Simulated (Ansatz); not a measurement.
`C[O][GeH]([CH3])[SH]` + `S[SiH](Cl)Cl` → `CS[SiH](Cl)Cl` + `C[O][GeH2][SH]`  (substitution at a C–Ge bond)

Gas-phase electronic energies from Ansatz, PBE0-D4/def2-TZVP geometries. CBS: MP2 limit from def2 TZ/QZ plus the TZ coupled-cluster correction, frozen cores. Functionals use def2-TZVPP. B3LYP here is the variant with VWN-RPA as its local correlation; programs differ in this. For Ge outer-core shells are correlated without core-valence functions, which leaves a few kJ/mol of doubt a bond. Scalar relativity is left out up to krypton. One conformer a species, not always the lowest.

```tsv
level	ΔE (kcal/mol)	difference from CCSD(T)/CBS
r2SCAN-D4	11.0	-0.7
PBE0-D4	10.6	-1.1
ωB97M-V	11.1	-0.6
PBE	10.1	-1.6
r2SCAN	11.0	-0.7
PBE0	10.7	-1.0
B3LYP	10.6	-1.1
HF/def2-TZVPP	11.0	-0.7
MP2/def2-TZVPP	12.5	0.8
SCS-MP2/def2-TZVPP	11.9	0.2
CCSD(T)/def2-TZVPP	12.4	0.7
HF/def2-QZVPP	10.8	-0.9
MP2/def2-QZVPP	12.1	0.4
HF/CBS(def2)	10.7	-1.0
MP2/CBS(def2)	11.8	0.1
CCSD/CBS(def2)	11.9	0.2
CCSD(T)/CBS	11.7	0
```

Largest T1 diagnostic among the species: 0.012.

In def2-TZVPP, CCSD(T) changes the Hartree–Fock value by +1.4 kcal/mol (the triples alone add −0.2 kcal/mol) and MP2 by +1.6 kcal/mol.
